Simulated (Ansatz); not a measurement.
`C[SiH2]BCl` + `O[SiH3]` → `[SiH3]OBCl` + `C[SiH3]`  (cleavage of the B–Si bond)

Calculated with Ansatz (gas phase, PBE0-D4/def2-TZVP geometries, no zero-point term in ΔE). CCSD(T)/CBS adds triple-zeta CCSD(T) − MP2 to the extrapolated MP2 energy (def2 sets, frozen cores). This one scheme is used for every species. Functionals use def2-TZVPP. HSE06 is defined as in plane-wave codes. Each species was taken in one conformer, which may not be the lowest.

CCSD(T)/CBS gives -39.1 kcal/mol.

(1) Another level gave -39.8 kcal/mol. Which?
A. BLYP-D4/def2-TZVPP
B. HSE06-D4/def2-TZVPP
C. HF/def2-TZVPP
D. BHLYP-D4/def2-TZVPP

Largest T1 diagnostic among the species: 0.012.

Results:

(1) A. BLYP-D4 -39.8, HSE06-D4 -37.7, BHLYP-D4 -41.8, HF/def2-TZVPP -43.5 kcal/mol.

Leaving LDA and LC-ωPBE aside and taking each functional with its dispersion term where it has one, the values, not all of them listed here, spread over 5.1 kcal/mol, from BHLYP-D4 to revPBE-D4. LDA lies −2.1 kcal/mol from PBE without D4. In def2-TZVPP, CCSD(T) changes the Hartree–Fock value by +3.9 kcal/mol (the triples alone add +0.3 kcal/mol) and MP2 by +2.7 kcal/mol.
